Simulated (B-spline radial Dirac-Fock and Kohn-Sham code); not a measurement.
Binding energies of Re³⁸⁺ at several levels of theory

System: the Re³⁸⁺ ion in the configuration [Kr] 4d1.

The density-functional columns are spherical, spin-unpolarised Dirac-Kohn-Sham results without Breit or QED terms: −ε is minus the orbital energy of the initial state and ΔSCF the difference of two total energies. The reference in the last column comes from Dirac-Fock (average of configuration) total-energy differences with a finite nucleus, the Breit interaction including its frequency dependence, and self-energy and vacuum-polarisation corrections. All numbers are from an atomic code on a B-spline grid, in eV; a selection of levels is shown. For the 1s level of heavy atoms much of the gap between ΔSCF and the reference is the Breit and QED part, -367.1 eV here; for other levels the error of the functional can be larger.

```
level   LDA −ε  LDA ΔSCF  Dirac-Fock
   1s  73147.2   73742.1     73388.5
   2s  14063.2   14196.1     14252.6
2p1/2  13537.2   13700.3     13678.2
2p3/2  12098.4   12242.0     12253.8
   3s   4491.2    4546.6      4599.5
3p1/2   4259.6    4317.8      4349.2
3p3/2   3938.7    3993.2      4026.7
3d3/2   3554.3    3616.3      3616.2
3d5/2   3484.0    3544.7      3547.3
   4s   2031.1    2059.9      2072.4
4p1/2   1931.8    1960.9      1956.6
4p3/2   1831.6    1859.3      1857.7
   4d   1658.6    1686.8      1683.5
```

Values without a named source are computed, but for edge energies of neutral atoms, which are taken from tables.
